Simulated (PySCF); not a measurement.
Compound: C4H8F2O2Si.
Numbering: `[F:1][CH:2]([F:3])[O:4][C@@H:5]1[CH2:6][CH2:7][O:8][SiH2:9]1`

NICS is the negative of the GIAO shielding at a point without a nucleus: at the ring centre (0) and 1 Å above and below it (1); zz is the component along the ring normal. Level: GIAO KT3/pcSseg-1 (PySCF, non-relativistic, gas phase) on the PBE0-D3(BJ)/def2-SVP geometry, one conformer.

Ring bond lengths (Å): C5–C6 1.532, C6–C7 1.528, C7–O8 1.418, O8–Si9 1.677, Si9–C5 1.915.

Task: What do the NICS probes read (ppm)?

Result: 
```tsv
ring	type	NICS(0)	NICS(1), two faces	NICS(1)zz, two faces	rms pucker (Å)	centre to ring atoms, mean (Å)
C5–C6–C7–O8–Si9	5-membered ring with O and Si; formal bonds all single	-5.0	-4.0 / -1.9	-5.5 / -2.9	0.18	1.35
```

Task: What do they say, and how far can they be read as aromaticity?

Result: 
- C5–C6–C7–O8–Si9: mean NICS(1)zz -4.2 ppm, shielded. C5, C6, C7, Si9 have four or more neighbours; no verdict on aromaticity is drawn.

Task: At the first NICS(1) probe listed for ring C5–C6–C7–O8–Si9, 1 Å off the ring, what do the in-plane components average?

Result: The isotropic value is a third of the trace: (3 × -4.0 − (-5.5))/2 = -3.2 ppm.

Task: How do the values depend on the level or the medium?

Result: 
```json
{"level": "KT3/pcSseg-1, gas", "NICS(0), C5–C6–C7–O8–Si9": "-5.0", "mean NICS(1)zz, C5–C6–C7–O8–Si9": "-4.2"}
{"level": "PBE0/pcSseg-1, gas", "NICS(0), C5–C6–C7–O8–Si9": "-5.0", "mean NICS(1)zz, C5–C6–C7–O8–Si9": "-4.1"}
{"level": "PBE0/pcSseg-1, IEF-PCM benzene", "NICS(0), C5–C6–C7–O8–Si9": "-5.0", "mean NICS(1)zz, C5–C6–C7–O8–Si9": "-4.1"}
{"level": "PBE0/pcSseg-1, IEF-PCM dimethylsulfoxide", "NICS(0), C5–C6–C7–O8–Si9": "-5.0", "mean NICS(1)zz, C5–C6–C7–O8–Si9": "-4.1"}
```

The geometry is the same throughout; the continuum's cavity takes Bondi-type radii × 1.2.
